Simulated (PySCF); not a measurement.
Au₂, multiplicity 1. Atoms are numbered in the order given.

```xyz
2

Au     0.0000     0.0000    -1.2657
Au     0.0000     0.0000     1.2657
```

The structure is a stationary point at PBE-D3(BJ)/def2-TZVPD. The multiplicity is an assumed one; other spin states were not compared. The def2 effective core potentials stand for the cores of Au; spin–orbit coupling is left out.

Computed with TDDFT-B3LYP/def2-TZVPD in PySCF.

Vertical excitations; the highest root listed may be one member of a degenerate set. Isolated molecule, no solvent. State labels are in the subgroup D2h.

| state | symmetry | energy (eV) | λ (nm) | f | main pairs |
|---|---|---|---|---|---|
| S1 | Ag | 2.67 | 465 | 0.000 | HOMO−1→LUMO 100 % |
| S2 | B2u | 2.74 | 453 | 0.008 | HOMO−2→LUMO (degenerate set) |
| S3 | B3u | 2.74 | 453 | 0.008 | HOMO−3→LUMO (degenerate set) |
| S4 | Ag | 2.91 | 426 | 0.000 | HOMO−4→LUMO (degenerate set) |
| S5 | B1g | 2.91 | 426 | 0.000 | HOMO−5→LUMO (degenerate set) |
| S6 | B1u | 2.93 | 424 | 0.165 | HOMO→LUMO 95 % |
| S7 | B1u | 3.23 | 384 | 0.000 | HOMO−6→LUMO (degenerate set) |
| S8 | Au | 3.23 | 384 | 0.000 | HOMO−7→LUMO (degenerate set) |
| S9 | B3g | 4.25 | 292 | 0.000 | HOMO−9→LUMO (degenerate set) |
| S10 | B2g | 4.25 | 292 | 0.000 | HOMO−8→LUMO (degenerate set) |
| T1 | B1u | 1.96 | 632 | 0 | HOMO→LUMO 100 % |
| T2 | Ag | 2.09 | 592 | 0 | HOMO−1→LUMO 99 % |
| T3 | B2u | 2.22 | 559 | 0 | HOMO−2→LUMO (degenerate set) |
| T4 | B3u | 2.22 | 559 | 0 | HOMO−3→LUMO (degenerate set) |
Triplets are in the Tamm–Dancoff approximation, which puts them higher than full response would, so one can lie above its singlet here.
